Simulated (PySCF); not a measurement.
**Mayer bond orders and bond lengths**

C7H8NPS2.
SMILES with atom numbers: `[N:1]#[C:2][CH2:3][CH2:4][P@@H:5](=[S:6])[c:7]1[cH:8][cH:9][s:10][cH:11]1` (hydrogens: H12, H13 on C3; H14, H15 on C4; H16 on P5; H17 on C8; H18 on C9; H19 on C11)

Structure used (GFN2-xTB), in Å, numbered top down from 1:
```xyz
19
C7H8NPS2 angstrom
N     -3.685   -0.842    1.504
C     -3.285   -0.384    0.537
C     -2.736    0.212   -0.655
C     -1.296    0.655   -0.389
P     -0.264   -0.839   -0.033
S     -0.381   -2.210   -1.384
C      1.383   -0.186    0.306
C      2.388   -0.099   -0.694
C      3.548    0.404   -0.210
S      3.446    0.775    1.468
C      1.819    0.248    1.525
H     -2.746   -0.540   -1.453
H     -3.361    1.058   -0.956
H     -1.239    1.355    0.448
H     -0.876    1.132   -1.281
H     -0.695   -1.179    1.254
H      2.231   -0.414   -1.711
H      4.468    0.578   -0.731
H      1.274    0.284    2.448
```

Bond orders from the PBE0/pcSseg-1 density (PySCF). Isolated species at its GFN2-xTB geometry (one conformer only).

Q: Where do the orders between heavy atoms depart from those drawn in the SMILES?

A: The largest departure is 0.324, at C9–S10 (drawn aromatic, 1.176), counting aromatic bonds as 1.5. Drawn single, order below 0.88: P5–C7 (0.852). The bonds drawn aromatic range from 1.18 to 1.59.

Q: Give the Mayer order of every bond, beside its length.

A: 
| bond | drawn as | length (Å) | Mayer order |
| --- | --- | --- | --- |
| N1–C2 | triple | 1.143 | 3.036 |
| C2–C3 | single | 1.441 | 1.003 |
| C3–C4 | single | 1.530 | 1.031 |
| C4–P5 | single | 1.851 | 0.880 |
| P5–S6 | double | 1.929 | 1.708 |
| P5–C7 | single | 1.805 | 0.852 |
| C7–C8 | aromatic | 1.420 | 1.250 |
| C8–C9 | aromatic | 1.354 | 1.594 |
| C9–S10 | aromatic | 1.721 | 1.176 |
| S10–C11 | aromatic | 1.711 | 1.209 |
| C11–C7 | aromatic | 1.365 | 1.527 |
| C3–H12 | single | 1.097 | 0.901 |
| C3–H13 | single | 1.094 | 0.922 |
| C4–H14 | single | 1.093 | 0.924 |
| C4–H15 | single | 1.095 | 0.932 |
| P5–H16 | single | 1.399 | 0.870 |
| C8–H17 | single | 1.076 | 0.974 |
| C9–H18 | single | 1.072 | 0.954 |
| C11–H19 | single | 1.073 | 0.963 |

By pair of heavy elements: C–C: lowest C2–C3 (1.003, 1.441 Å), highest C8–C9 (1.594, 1.354 Å); in 1 of the 10 pairs the longer bond (by over 0.003 Å) has the higher order (by 0.02 or more). C–P: lowest P5–C7 (0.852, 1.805 Å), highest C4–P5 (0.880, 1.851 Å); in 1 of the 1 pairs the longer bond (by over 0.003 Å) has the higher order (by 0.02 or more). C–S: lowest C9–S10 (1.176, 1.721 Å), highest S10–C11 (1.209, 1.711 Å).

Q: Sum the orders of all bonds at each heavy atom with more than one neighbour and set the sums beside the valence in the SMILES.

A: C2 4.039 (drawn 4), C3 3.857 (drawn 4), C4 3.767 (drawn 4), P5 4.310 (drawn 5), C7 3.629 (drawn 4), C8 3.818 (drawn 4), C9 3.724 (drawn 4), S10 2.385 (drawn 2), C11 3.699 (drawn 4). Orders between atoms that aren't bonded are not in these sums.

Mayer orders depend on the basis set.

The run behind these numbers computed NMR shieldings as well. Time: 86 s wall (with the writing of density and orbital grids); peak memory 1.2 GiB. Hardware: one thread of an Arm Neoverse V1, no GPU, shared host with 32 logical CPUs at a one-minute load of 21.
